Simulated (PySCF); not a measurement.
# Electron correlation in Si²⁺ (silicon, charge +2)

[Ne] 3s2, closed-shell 1S. Computed with PySCF 2.14 in dyall-acv3z (19s12p6d4f, 113 functions), with no relativity, point nucleus. Frozen: 1s2; 10 electrons correlated; the 18 highest virtual orbitals of each spin left out.

```
  level  correlation energy (mhartree)
   CCSD                        -340.45
    (T)                          -3.68
CCSD(T)                        -344.13
```

Diagnostics: T1 = 0.0055, D1 = 0.0166, largest double amplitude 0.106.

Cost of the coupled-cluster step: roughly 13 core-seconds, for 10 correlated electrons.

Iterations:

```
CC2 = 0
CCSD nocc = 5, nmo = 94
frozen orbitals [0, 95, 96, 97, 98, 99, 100, 101, 102, 103, 104, 105, 106, 107, 108, 109, 110, 111, 112]
max_cycle = 100
direct = 0
conv_tol = 1e-08
conv_tol_normt = 1e-06
diis_space = 8
diis_start_cycle = 0
Init t2, MP2 energy = -288.323124406446  E_corr(MP2) -0.327441855538777
Init E_corr(CCSD) = -0.327441855542028
cycle = 1  E_corr(CCSD) = -0.335583179899444  dE = -0.00814132436  norm(t1,t2) = 0.0391281
cycle = 2  E_corr(CCSD) = -0.338780426651696  dE = -0.00319724675  norm(t1,t2) = 0.0164438
cycle = 3  E_corr(CCSD) = -0.340460656785933  dE = -0.00168023013  norm(t1,t2) = 0.00735189
cycle = 4  E_corr(CCSD) = -0.340458128946988  dE = 2.52783894e-06  norm(t1,t2) = 0.000441515
cycle = 5  E_corr(CCSD) = -0.340443719908868  dE = 1.44090381e-05  norm(t1,t2) = 5.09298e-05
cycle = 6  E_corr(CCSD) = -0.340445548912617  dE = -1.82900375e-06  norm(t1,t2) = 7.77232e-06
cycle = 7  E_corr(CCSD) = -0.340445319024531  dE = 2.29888086e-07  norm(t1,t2) = 1.10613e-06
cycle = 8  E_corr(CCSD) = -0.340445272052027  dE = 4.69725044e-08  norm(t1,t2) = 1.69682e-07
cycle = 9  E_corr(CCSD) = -0.34044527384277  dE = -1.79074311e-09  norm(t1,t2) = 2.428e-08
CCSD converged
E(CCSD) = -288.3361278247502  E_corr = -0.3404452738427698
CCSD(T) correction = -0.00368200500566107
```
